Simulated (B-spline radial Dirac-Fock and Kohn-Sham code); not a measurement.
**H 1s: cross section and angular parameters**

System: the free hydrogen atom, configuration 1s1; threshold 13.61 eV (orbital energy of the model). Model: Dirac-Hartree-Slater photoionisation with a Latter tail; cross sections with all multipoles, angular parameters from the dipole term and its interference with E2. Program: a radial finite-basis atomic code.

Input of the calculation (task.json; shells as n, l, electrons):

```json
{"items": [{
  "Z": 1,
  "q": 0,
  "cfg": [[1, 0, 1]],
  "A": 1,
  "rrms": 0.8783,
  "do": "xps",
  "hv": [60, 61.5, 66.3, 100, 142.0, 150, 200, 202.0, 309.0, 415.0, 430.0, 632.0, 784.0, 839.0, 886.0, 938.0, 1253.6, 1310.0, 1486.9, 2540.0, 4710.0, 5350.0, 5414.7, 5870.0, 5900.0, 8047.8, 9680.0, 12000.0, 12800.0, 13300.0]
}]}
```

Launch: `python xray2_run.py task.json out`

For linearly polarised light dσ/dΩ = σ/(4π) [1 + β P₂(cos θ) + (δ + γ cos²θ) sin θ cos φ], with θ from the polarisation vector and φ the angle between the beam and the projection of the electron momentum on the plane normal to the polarisation.

```tsv
hν (eV)	σ (kb)	β	γ
60	91.8	2.000	0.162
61.5	85.3	2.000	0.164
66.3	67.9	2.000	0.172
100	19.4	2.000	0.221
142	6.49	2.000	0.269
150	5.46	2.000	0.277
200	2.20	2.000	0.324
202	2.13	2.000	0.326
309	0.544	2.000	0.408
415	0.209	2.000	0.476
430	0.186	2.000	0.484
632	0.0524	2.000	0.590
784	0.0257	2.000	0.659
839	0.0205	2.000	0.682
886	0.0171	2.000	0.701
938	0.0141	2.000	0.722
1253.6	0.00536	2.000	0.836
1310	0.00462	2.000	0.855
1486.9	0.00302	2.000	0.911
2540	0.000495	2.000	1.193
4710	6.04e-05	2.000	1.625
5350	3.90e-05	2.000	1.732
5414.7	3.75e-05	2.000	1.743
5870	?	?	?
5900	2.79e-05	2.000	1.819
8047.8	9.63e-06	2.000	2.124
9680	5.10e-06	2.000	2.329
12000	2.44e-06	2.000	2.592
12800	1.95e-06	2.000	2.677
13300	1.71e-06	2.000	2.729
```

Q: Give the values at 5870 eV.

A: σ = 2.84e-05 kb, β = 2.000, γ = 1.814. For an s subshell δ is negligible.
